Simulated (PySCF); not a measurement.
Run record for `C#[C][GeH2][PH2]`: KT3/def2-SVPD, IEF-PCM acetone, grid level 4, start guess atom, full TDDFT, 25 singlets.

Method: TDDFT KT3/def2-SVPD, vertical, IEF-PCM acetone (non-equilibrium linear response), core orbitals frozen in the response (PySCF 2.14.0, density-fitted response routines). Geometry: GFN2-xTB. The input is one job of a driver script: a line of settings, then coordinates in Å.

Command:
```bash
OMP_NUM_THREADS=1 python probes_run.py task.json out
```

Input:
```
{"job": {"kind": "uv", "xc": "KT3", "basis": "def2-SVPD", "solvent": "acetone", "nstates": 25, "ntriplets": 0, "tda": false, "scf": {"guess": "atom"}, "grid": 4}, "charge": 0, "multiplicity": 1}
C     -1.758616    -0.697433    -1.414542
C     -1.002966    -0.608638    -0.482683
Ge     0.252068    -0.377648     0.931717
P      1.777629     1.291123     0.525542
H     -2.432764    -0.795272    -2.217974
H     -0.553809    -0.107940     2.175855
H      0.922625    -1.712821     1.126831
H      2.016509     0.842283    -0.767188
H      0.792885     2.172339     0.097262
```

Output:
```
final grid: 195016 points
cycle   1  E = -2508.7434009754  dE =  7.332e-01  |g| = 8.087e-01  |ddm| = 7.923e+00
cycle   2  E = -2508.4489009674  dE =  2.945e-01  |g| = 1.219e+00  |ddm| = 3.868e+00
cycle   3  E = -2508.9504416986  dE = -5.015e-01  |g| = 1.358e-01  |ddm| = 2.767e+00
cycle   4  E = -2508.9499339068  dE =  5.078e-04  |g| = 1.497e-01  |ddm| = 4.474e-01
cycle   5  E = -2508.9551273925  dE = -5.193e-03  |g| = 5.617e-02  |ddm| = 2.504e-01
cycle   6  E = -2508.9560056984  dE = -8.783e-04  |g| = 5.156e-03  |ddm| = 8.638e-02
cycle   7  E = -2508.9560137096  dE = -8.011e-06  |g| = 6.065e-04  |ddm| = 1.174e-02
cycle   8  E = -2508.9560137652  dE = -5.558e-08  |g| = 2.972e-04  |ddm| = 1.803e-03
cycle   9  E = -2508.9560137873  dE = -2.213e-08  |g| = 6.721e-05  |ddm| = 6.996e-04
cycle  10  E = -2508.9560137887  dE = -1.400e-09  |g| = 9.448e-06  |ddm| = 1.977e-04
cycle  11  E = -2508.9560137887  dE = -3.638e-11  |g| = 2.292e-06  |ddm| = 3.197e-05
converged SCF energy = -2508.9560137887

Static polarisability (au): isotropic 111.813, principal 87.885 106.919 140.636

Singlet excitations
state   eV       nm        f      main configurations
  1   5.8143    213.2   0.26413   H->L 0.88
  2   5.8898    210.5   0.00001   H-1->L 0.97
  3   5.9089    209.8   0.00374   H->L+1 0.96
  4   6.0964    203.4   0.02672   H->L+2 0.93
  5   6.3765    194.4   0.02129   H-2->L 0.74, H-1->L+1 0.19
  6   6.5177    190.2   0.00550   H->L+3 0.94
  7   6.5553    189.1   0.00000   H-1->L+2 0.99
  8   6.7390    184.0   0.00016   H-2->L+1 0.98
  9   6.7813    182.8   0.03110   H->L+4 0.71, H-1->L+1 0.10, H-2->L+2 0.08
 10   6.8425    181.2   0.03280   H-2->L+2 0.67, H->L+4 0.19
 11   6.8843    180.1   0.00334   H-1->L+3 0.98
 12   7.0384    176.2   0.10765   H->L+5 0.77, H-2->L+2 0.11
 13   7.2273    171.5   0.00002   H-1->L+4 0.98
 14   7.3175    169.4   0.25207   H-3->L 0.55, H-1->L+1 0.14
 15   7.3820    168.0   0.01369   H-2->L+3 0.88
 16   7.4596    166.2   0.03653   H->L+6 0.64, H-2->L+4 0.22, H-3->L 0.10
 17   7.4978    165.4   0.00049   H-4->L 0.81, H-1->L+5 0.15
 18   7.5158    165.0   0.02820   H-2->L+4 0.27, H->L+6 0.26, H-2->L+5 0.12
 19   7.5505    164.2   0.02813   H-1->L+5 0.84, H-4->L 0.15
 20   7.6625    161.8   0.00002   H-3->L+1 0.95
 21   7.7211    160.6   0.05348   H-2->L+4 0.37, H-2->L+5 0.25, H-3->L 0.10
 22   7.8651    157.6   0.05240   H-3->L+2 0.77
 23   7.9563    155.8   0.02321   H-1->L+6 0.98
 24   8.0482    154.1   0.11799   H-2->L+5 0.46, H-4->L+1 0.16, H->L+9 0.13
 25   8.0652    153.7   0.00314   H->L+8 0.76, H-3->L+3 0.23
```

H and L stand for HOMO and LUMO; the number after each pair is its weight.

Task: How does the lowest singlet excitation compare with the HOMO–LUMO gap?

Result: HOMO -6.52 eV and LUMO -1.14 eV give a gap of 5.38 eV; S1 at 5.81 eV lies 0.43 eV above it.

Task: Give S1 in cm⁻¹ and kJ/mol.

Result: 5.8143 eV × 8065.54 = 46895 cm⁻¹; × 96.485 = 561.0 kJ/mol.

In short: SCF converged in 11 cycles with 142 basis and 671 fitting functions; HOMO -6.52 eV, LUMO -1.14 eV; lowest singlet 5.81 eV; mean polarisability 111.8 au.

The species at its GFN2-xTB geometry (one conformer only). The KT3/def2-SVPD calculation is non-relativistic and has no spin–orbit coupling, an omission that weighs most on germanium.

Time: 20 s of wall time; peak memory 0.62 GiB. Hardware: an Arm Neoverse V1 with one thread (shared host).

Conformer computed: `[CH:1]#[C:2][GeH2:3][PH2:4]`: H–P4–Ge3–C2 -46°, H–P4–Ge3–C2 46°.
